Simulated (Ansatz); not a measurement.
C$_{2}$H$_{8}$BGeN (`CB1[CH2][GeH2][NH]1`) at its PBE0-D4/def2-TZVP geometry, where that method's forces vanish. Charge 0, multiplicity 1.

```csv
atom,x (Å),y (Å),z (Å)
C1,1.0149,1.4795,0.9426
B2,0.2910,0.3246,0.1686
C3,-1.1962,-0.2595,0.4038
Ge4,-0.7570,-1.4658,-1.0719
N5,0.7950,-0.4452,-0.8997
H6,1.0727,1.2463,2.0113
H7,0.4378,2.4078,0.8722
H8,2.0275,1.6825,0.5852
H9,-2.0165,0.4344,0.2124
H10,-1.3723,-0.7424,1.3665
H11,-1.4530,-1.2955,-2.4384
H12,-0.5353,-2.9681,-0.7980
H13,1.6915,-0.3985,-1.3546
```

**Question.** For each bond, give half the difference of the two atoms' forces along it (eV/Å; positive pushes the atoms apart) under PBE-D4, r2SCAN-D4, B3LYP-D4, ωB97M-V in def2-TZVPP. (Estimate.)

**Answer.** Ansatz gave: 
```
   bond  length (Å)  PBE-D4  r2SCAN-D4  B3LYP-D4  ωB97M-V
  C1–B2       1.567   -0.14      -0.05     -0.02     0.04
  C1–H6       1.095    0.13      -0.01     -0.04    -0.07
  C1–H7       1.095    0.13       0.00     -0.03    -0.06
  C1–H8       1.093    0.12      -0.01     -0.03    -0.06
  B2–C3       1.615   -0.05       0.01      0.08     0.09
  B2–N5       1.410    0.15       0.13      0.03     0.09
 C3–Ge4       1.956    0.13       0.08      0.28     0.08
  C3–H9       1.091    0.10      -0.02     -0.10    -0.08
 C3–H10       1.091    0.10      -0.02     -0.10    -0.08
 Ge4–N5       1.865    0.24       0.08      0.28     0.11
Ge4–H11       1.543    0.00      -0.06     -0.11    -0.11
Ge4–H12       1.543    0.00      -0.06     -0.11    -0.11
 N5–H13       1.006    0.13      -0.03     -0.09    -0.10
```

B3LYP here is the variant with VWN-RPA as its local correlation; programs differ in this.
